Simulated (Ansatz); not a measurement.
`B/C=C(\Cl)C=C` + `[SiH3]S` → `BS[SiH3]` + `C=CC(=C)Cl`  (ligand exchange at a B–C bond)

Program: Ansatz. Geometries: PBE0-D4/def2-TZVP. ΔE: electronic, gas phase. CBS: MP2 limit from def2 TZ/QZ plus the TZ coupled-cluster correction, frozen cores. DFT in def2-TZVPP. Each species was taken in one conformer, which may not be the lowest.

| level | ΔE (kcal/mol) |
| --- | --- |
| PBE0-D4 | -15.3 |
| ωB97X-V | -15.5 |
| r2SCAN | -15.1 |
| SCS-MP2/def2-TZVPP | -15.3 |
| HF/def2-QZVPP | -14.4 |
| MP2/def2-QZVPP | -15.6 |
| HF/CBS(def2) | -14.4 |
| CCSD/CBS(def2) | -15.7 |

**Question.** What does CCSD(T)/CBS give? (Best estimate.)

**Answer.** Ansatz gave: -15.9 kcal/mol. The listed levels differ from it by 0.6, 0.4, 0.8, 0.6, 1.5, 0.3, 1.5, 0.2 kcal/mol.

Largest T1 diagnostic among the species: 0.014.

In def2-TZVPP, CCSD(T) changes the Hartree–Fock value by −1.2 kcal/mol (the triples alone add −0.2 kcal/mol) and MP2 by −1.0 kcal/mol.
